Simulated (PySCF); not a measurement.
ammonia borane (H6BN), singlet, geometry from GFN2-xTB; REVPBE/6-31G* run with PySCF.

Here is a job for PySCF.
```python
from pyscf import gto, scf, dft

mol = gto.Mole()
mol.atom = '''
    B    -0.91491923    0.11210003   -0.01661920
    N     0.73087909   -0.08955061    0.01327617
    H    -1.31399349   -0.64168266   -0.84737361
    H    -1.09154966    1.25500958   -0.29974635
    H    -1.29004994   -0.16052617    1.07999077
    H     0.93390981   -1.05286399    0.25124010
    H     1.12008257    0.53455889    0.70957279
    H     1.10004319    0.13185843   -0.90352092
'''
mol.basis = '6-31g*'
mol.verbose = 4
mol.build()

mf = dft.RKS(mol)
mf.xc = 'revpbe'
mf.kernel()
```

It wrote (shortened):

```
PySCF version 2.14.0

[INPUT] verbose = 4
[INPUT] num. atoms = 8
[INPUT] num. electrons = 18
[INPUT] charge = 0
[INPUT] spin (= nelec alpha-beta = 2S) = 0
[INPUT] symmetry False subgroup None
[INPUT] Mole.unit = angstrom
[INPUT] Symbol           X                Y                Z      unit          X                Y                Z       unit  Magmom
[INPUT]  1 B     -0.914919230000   0.112100030000  -0.016619200000 AA   -1.728946770798   0.211838355256  -0.031405736409 Bohr   0.0
[INPUT]  2 N      0.730879090000  -0.089550610000   0.013276170000 AA    1.381161310271  -0.169226127188   0.025088325283 Bohr   0.0
[INPUT]  3 H     -1.313993490000  -0.641682660000  -0.847373610000 AA   -2.483087825561  -1.212604486282  -1.601304048084 Bohr   0.0
[INPUT]  4 H     -1.091549660000   1.255009580000  -0.299746350000 AA   -2.062729908762   2.371624389905  -0.566438508338 Bohr   0.0
[INPUT]  5 H     -1.290049940000  -0.160526170000   1.079990770000 AA   -2.437841073612  -0.303350497125   2.040886772358 Bohr   0.0
[INPUT]  6 H      0.933909810000  -1.052863990000   0.251240100000 AA    1.764833765945  -1.989624587517   0.474774980508 Bohr   0.0
[INPUT]  7 H      1.120082570000   0.534558890000   0.709572790000 AA    2.116649294199   1.010169899552   1.340898238544 Bohr   0.0
[INPUT]  8 H      1.100043190000   0.131858430000  -0.903520920000 AA    2.078780354293   0.249176319915  -1.707407086615 Bohr   0.0

nuclear repulsion = 40.7879965535837
number of shells = 24
number of NR pGTOs = 78
number of NR cGTOs = 40
basis = 6-31g*
ecp = {}

******** <class 'pyscf.dft.rks.RKS'> ********
method = RKS
initial guess = minao
damping factor = 0
level_shift factor = 0
DIIS = <class 'pyscf.scf.diis.CDIIS'>
diis_start_cycle = 1
diis_space = 8
diis_damp = 0
SCF conv_tol = 1e-09
SCF conv_tol_grad = None
SCF max_cycles = 50
direct_scf = True
direct_scf_tol = 1e-13
XC library pyscf.dft.libxc version 7.1.2
    S. Lehtola, C. Steigemann, M. J. T. Oliveira, and M. A. L. Marques,  SoftwareX 7, 1–5 (2018)
XC functionals = revpbe
    Y. Zhang and W. Yang,  Phys. Rev. Lett. 80, 890 (1998)
    J. P. Perdew, K. Burke, and M. Ernzerhof,  Phys. Rev. Lett. 77, 3865 (1996)
    J. P. Perdew, K. Burke, and M. Ernzerhof,  Phys. Rev. Lett. 78, 1396 (1997)
radial grids:
    Treutler-Ahlrichs [JCP 102, 346 (1995); DOI:10.1063/1.469408] (M4) radial grids

becke partition: Becke, JCP 88, 2547 (1988); DOI:10.1063/1.454033
pruning grids: <function nwchem_prune>
grids dens level: 3
symmetrized grids: False
atomic radii adjust function: <function treutler_atomic_radii_adjust>
small_rho_cutoff = 0
Set gradient conv threshold to 3.16228e-05
Initial guess from minao.
tot grids = 86800
init E= -83.026557523245
  HOMO = -0.366075884730842  LUMO = -0.000545964141962951  gap/eV = 9.94658
cycle= 1 E= -83.1061397691202  delta_E= -0.0796  |g|= 0.424  |ddm|= 2.09
  HOMO = -0.134460765032028  LUMO = 0.0152867381356625  gap/eV = 4.07484
cycle= 2 E= -83.1059547091909  delta_E= 0.000185  |g|= 0.444  |ddm|= 1.02
  HOMO = -0.21671048357591  LUMO = 0.00501260686881588  gap/eV = 6.03339
cycle= 3 E= -83.1687825738706  delta_E= -0.0628  |g|= 0.0653  |ddm|= 0.545
  HOMO = -0.222282452225513  LUMO = 0.0121588716408492  gap/eV = 6.37947
cycle= 4 E= -83.1697409067482  delta_E= -0.000958  |g|= 0.0262  |ddm|= 0.0732
  HOMO = -0.221857705821195  LUMO = 0.0120012114177857  gap/eV = 6.36363
cycle= 5 E= -83.1698955173834  delta_E= -0.000155  |g|= 0.00222  |ddm|= 0.0201
  HOMO = -0.221689324588316  LUMO = 0.0118495140045876  gap/eV = 6.35492
cycle= 6 E= -83.1698970892847  delta_E= -1.57e-06  |g|= 0.000284  |ddm|= 0.0028
  HOMO = -0.221667946670966  LUMO = 0.0118239314284749  gap/eV = 6.35364
cycle= 7 E= -83.1698971115891  delta_E= -2.23e-08  |g|= 2.79e-05  |ddm|= 0.000305
  HOMO = -0.221666124381095  LUMO = 0.0118246900907262  gap/eV = 6.35361
cycle= 8 E= -83.1698971117605  delta_E= -1.71e-10  |g|= 4.46e-06  |ddm|= 3.04e-05
  HOMO = -0.221667210844367  LUMO = 0.0118235425364057  gap/eV = 6.35361
Extra cycle  E= -83.1698971117606  delta_E= -5.68e-14  |g|= 4.66e-06  |ddm|= 9.01e-06
converged SCF energy = -83.1698971117606
```
